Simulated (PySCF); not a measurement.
# Relaxation of singlet MoCl4

Computed with PBE0/[Mo def2-TZVP with ECP28, Cl def2-TZVP], scalar-relativistic core potentials, density fitting, no spin–orbit coupling, PySCF. A (50,194) grid was used.

A start displaced from a saddle point along its imaginary mode, of D2d symmetry, held to at least that symmetry:

```xyz
5
charge 0 multiplicity 1, angstrom
Mo    0.0000    0.0000    0.0000
Cl    2.2419    0.0000    0.2500
Cl    0.0000    2.2419   -0.2500
Cl   -2.2419    0.0000    0.2500
Cl    0.0000   -2.2419   -0.2500
```

**Question.** What forces act on the atoms at the start (eV/Å)?

**Answer.** 
```
atom     Fx     Fy     Fz
 Mo1   0.00   0.00   0.00
 Cl2  -0.37   0.00   0.21
 Cl3   0.00  -0.37  -0.21
 Cl4   0.37   0.00   0.21
 Cl5   0.00   0.37  -0.21
```

**Question.** What does it relax to?

**Answer.** It ends at D2d with Mo–Cl 2.219 Å (×4); Cl–Mo–Cl 103.5° (×4), Cl–Mo–Cl 122.1° (×2) (after a last refinement on a finer grid). No frequency check is given, so it may be a saddle point.

**Question.** How much energy is released, and in how many steps?

**Answer.** 88.7 kJ/mol in 9 steps.

At this level a triplet minimum of Td symmetry lies 111 kJ/mol below this structure.
